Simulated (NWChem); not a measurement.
# MgF2 cation, doublet; SMILES of the neutral closed-shell parent [F][Mg][F]

```xyz
3

Mg     0.0000     0.0000     0.0068
F      1.8296     0.0000    -0.0045
F     -1.8296     0.0000    -0.0045
```
Atoms are numbered in this order, from 1.

All runs: NWChem. Spin-unrestricted. Medium grid unless said otherwise, to which SCAN and Minnesota functionals are sensitive. Structure relaxed at the PBE0-D3(BJ)/def2-TZVP, spin-unrestricted level. The spin multiplicity was typed, not searched, and may not be the lowest. No stability test was run on the SCF state. Total energies of different functionals are on different scales.

```tsv
level	energy (Ha)	highest occupied level (eV)	lowest empty minus highest occupied level, either spin (eV)	<S²>
B3LYP/def2-TZVP	-399.5394	-16.48	0.83	0.758
LC-BLYP (range parameter 0.33 per bohr)/def2-TZVP	-399.0289	-18.39	4.02	0.758
r2SCAN0/def2-TZVP	-399.3694	-16.21	1.03	0.762
```
